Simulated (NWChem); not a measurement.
System: CH3Zn, doublet; SMILES [CH3][Zn]

```xyz
5

Zn     0.0000     0.0000    -0.4933
C      0.0000     0.0000     1.5237
H      0.7353     0.7353     1.8860
H      0.2691    -1.0044     1.8860
H     -1.0044     0.2691     1.8860
```
Atoms are numbered in this order, from 1.

Results from NWChem. Spin-unrestricted. In the optimisation the excess spin sits in a1 (C3v, its own frame). Coordinates come from a PBE0/def2-SVP, spin-unrestricted optimisation. This spin state was assumed; another may lie lower. No stability test was run on the SCF state. Total energies compare along this basis series because the functional is fixed.

| level | basis functions | energy (Ha) | highest occupied level (eV) | lowest empty minus highest occupied level, either spin (eV) | dipole (D) | <S²> |
|---|---|---|---|---|---|---|
| B3LYP/cc-pVDZ | 72 | -1819.3532 | -4.87 | 2.34 | 0.39 | 0.755 |
| B3LYP/aug-cc-pVDZ | 109 | -1819.3580 | -4.93 | 2.32 | 0.19 | 0.755 |
| B3LYP/cc-pVTZ | 140 | -1819.3764 | -4.89 | 2.33 | 0.24 | 0.755 |
| B3LYP/aug-cc-pVTZ | 208 | -1819.3777 | -4.92 | 2.32 | 0.19 | 0.755 |
